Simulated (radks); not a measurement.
Spin polarisation of the 4p4 shell in Se. Start: [Ar] 3d10 4s2 4p(up 2, down 2); electrons of 4p are moved from spin down to spin up, other shells keep equal spins. Method: non-relativistic Kohn-Sham, PBEsol, spin-polarised, spherical densities, point nucleus; computed with a radial shooting solver on a logarithmic mesh with Libxc functionals.

| moment (Bohr magnetons) | E - E(0) (eV) | e(4p up) (eV) | e(4p down) (eV) | 4s down minus up (eV) | 3d down minus up (eV) |
|---|---|---|---|---|---|
| 0 | 0.000 | -6.545 | -6.545 | 0.000 | 0.000 |
| 0.5 | -0.045 | -6.718 | -6.355 | 0.379 | 0.050 |
| 1 | -0.182 | -6.874 | -6.144 | 0.760 | 0.100 |
| 1.5 | -0.411 | -7.013 | -5.912 | 1.145 | 0.151 |
| 2 | -0.733 | -7.135 | -5.657 | 1.536 | 0.201 |

At moment 2 the spin-polarisation energy is -0.733 eV and the 4p exchange splitting 1.479 eV, that is 0.739 eV per Bohr magneton; E = -I m^2/4 would give I = 0.733 eV.
